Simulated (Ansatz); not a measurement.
This geometry of ClF2HHfO + H2 (8 atoms, charge 0, multiplicity 1) is a first-order saddle point.

Method: RKS BLYP-D4/def2-SVP in Ansatz.

```xyz
8
Properties=species:S:1:pos:R:3
Hf 0.074 0.324 -0.050
O 0.361 -0.022 2.082
H -0.226 -0.468 2.726
F 1.761 -0.255 -0.751
Cl -0.842 1.791 -1.687
F -1.260 -1.062 -0.072
H 0.155 1.970 1.205
H 0.228 1.167 1.945
```

Q: Which two structures does it join? (They come from a converged band through this point; their orientation in space is the band's.)

A: Bonds broken: H7–H8. Bonds formed: Hf1–H7, O2–H8. ClF2HHfO + H2 becomes ClF2H3HfO.

First end point:

```xyz
8
Properties=species:S:1:pos:R:3
Hf -0.245 -0.182 -0.027
O -0.512 -0.275 1.876
H -0.646 -0.388 2.827
F 1.632 -0.139 -0.466
Cl -1.383 1.677 -0.990
F -0.959 -1.781 -0.821
H 1.314 2.456 1.194
H 1.050 2.077 1.805
```

Last end point:

```xyz
8
Properties=species:S:1:pos:R:3
Hf -0.101 0.550 -0.171
O 0.480 -0.094 2.038
H -0.279 -0.431 2.556
F 1.736 0.072 -0.511
Cl -0.902 1.350 -2.259
F -1.488 -0.690 0.390
H -0.170 2.176 0.730
H 0.976 0.513 2.624
```

Q: How far does it lie above each of them?

A: 128.3 kJ/mol above the first and 36.7 kJ/mol above the second. This is the barrier of this one path; another mechanism may lie lower. The orbitals stay closed-shell, which can raise the energy where a bond breaks towards radicals; this wasn't checked here.

Run time: 3.8 min on 2 threads of Arm Neoverse V1, with other jobs on the host, peak memory 0.21 GiB.
